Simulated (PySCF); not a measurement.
The dipole of `COC(=O)C1=C(F)P=CO1` from its density and from atomic charges.

Coordinates (GFN2-xTB, Å) and charges (e) from the PBE0/pcSseg-1 density (PySCF):

```tsv
atom	x	y	z	Mulliken	IAO	Hirshfeld	ESP-fitted
C1	2.747	-0.164	0.214	-0.0364	-0.2180	-0.0307	-0.1817
O2	1.345	-0.311	0.397	-0.4709	-0.3311	-0.0977	-0.3643
C3	0.554	0.345	-0.453	+0.5362	+0.5054	+0.1913	+0.8754
O4	0.933	1.050	-1.352	-0.4027	-0.4545	-0.2586	-0.5453
C5	-0.871	0.104	-0.142	+0.0976	+0.0635	+0.0178	-0.2696
O6	-1.780	0.708	-0.917	-0.3129	-0.1716	-0.0298	-0.0956
C7	-3.021	0.423	-0.546	-0.1278	-0.1885	-0.0197	-0.0350
P8	-3.214	-0.621	0.801	+0.3712	+0.2958	+0.0603	-0.0922
C9	-1.445	-0.661	0.846	+0.0554	+0.0594	+0.0095	+0.2778
F10	-0.746	-1.357	1.741	-0.2349	-0.2306	-0.0672	-0.1385
H11	3.120	-0.972	-0.418	+0.1234	+0.1544	+0.0541	+0.1253
H12	2.966	0.796	-0.257	+0.1341	+0.1623	+0.0459	+0.1180
H13	3.200	-0.225	1.202	+0.1303	+0.1652	+0.0581	+0.1423
H14	-3.791	0.886	-1.139	+0.1373	+0.1883	+0.0666	+0.1834
```

Task: What dipole does each set of charges give (1 e·Å = 4.803 D), and what does the density give?

Result: The full density gives (0.01, -0.35, 0.48) D, 0.59 D in size; dipole vectors point from the negative to the positive end.

| scheme | μx | μy | μz | size (D) | share of the full size (%) | angle to the full dipole (°) |
| --- | --- | --- | --- | --- | --- | --- |
| Mulliken | -1.79 | -1.06 | 1.43 | 2.53 | 425 | 46 |
| IAO | -2.19 | -0.77 | 1.07 | 2.55 | 429 | 60 |
| Hirshfeld | -0.83 | -0.58 | 0.73 | 1.25 | 210 | 43 |
| ESP-fitted | -0.01 | -0.35 | 0.49 | 0.60 | 101 | 2 |

Task: Which set comes closest?

Result: Length of the difference vector: ESP-fitted 0.02 D, Hirshfeld 0.91 D, Mulliken 2.16 D, IAO 2.31 D. Closest: ESP-fitted. 

Task: What is left for the Hirshfeld atoms' own dipoles?

Result: The shares of the density sum to the whole, so what Σ q r misses lies in dipoles about the nuclei. The atomic dipoles sum to (0.01, -0.35, 0.48) − (-0.83, -0.58, 0.73) = (0.84, 0.23, -0.25) D, 0.91 D in size.

Task: With the origin at the mean of the coordinates, (0.000, 0.000, -0.002) Å, which are the largest single terms, by size, of the Hirshfeld dipole along the direction of the full one?

Result: O4 +2.11, F10 -0.71, C3 -0.51, H14 -0.48, H13 +0.32 D; all 14 atoms together +0.92 D. The single terms depend on the origin, their sum doesn't.

Task: Give the size of the full dipole in other units.

Result: 0.59 D = 0.234 au = 0.124 e·Å = 1.98 × 10⁻³⁰ C·m.

Isolated species at its GFN2-xTB geometry (one conformer only). GFN2-xTB frequencies show an imaginary mode (37i cm⁻¹), so this geometry is no minimum at that level.

The values belong to the conformer `[CH3:1][O:2][C:3](=[O:4])[c:5]1[o:6][cH:7][p:8][c:9]1[F:10]`: C1–O2–C3–O4 0°, O2–C3–C5–O6 180°.
